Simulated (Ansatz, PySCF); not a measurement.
Cu(OH)2 (CuH₂O₂), SMILES [OH][Cu][OH] (connectivity only; charge and spin as stated), neutral, multiplicity 2. Atoms are numbered in the order given.

```xyz
5

Cu     0.0000     0.0000    -0.0103
O      0.0000     1.7388    -0.0951
H      0.0000     2.2126     0.7408
O      0.0000    -1.7388    -0.0951
H      0.0000    -2.2126     0.7408
```
Charge 0, spin multiplicity 2.

The structure is a stationary point at PBE0-D3(BJ)/def2-TZVP. The spin state was assumed, not searched. The values are those of a single conformer.

Two levels are set side by side: PBE-D3(BJ)/def2-TZVP (Ansatz, a quantum-chemistry and plane-wave program) and PBE0-D3(BJ)/def2-TZVP (Ansatz). Each level has its own optimised geometry; the coordinates shown are those of the second. Frequencies come from the Hessian of PySCF at each geometry. Differences are taken from unrounded values.

| quantity | PBE0-D3(BJ) |
|---|---|
| mean bond length (Å) | 1.351 |
| bond Cu1–O2 (Å) | 1.741 |
| bond Cu1–O4 (Å) | 1.741 |
| bond O2–H3 (Å) | 0.961 |
| bond O4–H5 (Å) | 0.961 |
| highest harmonic wavenumber (cm⁻¹) | 3882 |
| mean harmonic wavenumber (cm⁻¹) | 1264 |
| zero-point energy (kcal/mol) | 16.26 |

Q: What does PBE-D3(BJ) give, and how far is it from PBE0-D3(BJ)? (The exact figures need the calculation; the answer reports its results.)

A: 
```
quantity                            PBE-D3(BJ)  PBE-D3(BJ) minus PBE0-D3(BJ)
----------------------------------  ----------  ----------------------------
mean bond length (Å)                     1.369                         0.018
bond Cu1–O2 (Å)                          1.764                         0.023
bond Cu1–O4 (Å)                          1.764                         0.023
bond O2–H3 (Å)                           0.975                         0.014
bond O4–H5 (Å)                           0.975                         0.014
highest harmonic wavenumber (cm⁻¹)        3685                          -198
mean harmonic wavenumber (cm⁻¹)           1214                           -50
zero-point energy (kcal/mol)             15.62                         -0.64
```

Exact exchange shortens and stiffens bonds; PBE has none. Differences between two approximate levels are no errors against the true value.
